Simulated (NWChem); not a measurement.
System: CH$_{3}$ClF$_{2}$OSi; SMILES O[Si@H](Cl)C(F)F

```xyz
9

O     -1.8682    -0.1878    -0.7283
Si    -0.2287    -0.3933    -0.5278
Cl     0.2446    -1.9772     0.7362
C      0.4136     1.2010     0.3501
F     -0.5672     1.5454     1.2694
F      0.5150     2.2192    -0.5644
H     -2.2763     0.3043     0.0100
H      0.3771    -0.6362    -1.8658
H      1.3801     1.1230     0.9005
```
Atoms are numbered in this order, from 1.

Computed with NWChem. All runs use the structure optimised with PBE-D3(BJ)/def2-SVP. Atomic charges in e: unrestrained fits to the electrostatic potential beside Mulliken populations; buried atoms are poorly determined by the fit.

Problem. What does the run give for B3LYP/def2-SVP? Quantities: ESP O1; Mulliken O1; ESP Si2; Mulliken Si2; ESP Cl3; Mulliken Cl3; ESP C4; Mulliken C4; ESP F5; Mulliken F5; relative RMS misfit of the potential (%).

Solution. 
```yaml
ESP O1: -0.53
Mulliken O1: -0.38
ESP Si2: 0.53
Mulliken Si2: 0.69
ESP Cl3: -0.22
Mulliken Cl3: -0.25
ESP C4: 0.35
Mulliken C4: 0.27
ESP F5: -0.23
Mulliken F5: -0.25
relative RMS misfit of the potential (%): 30
```
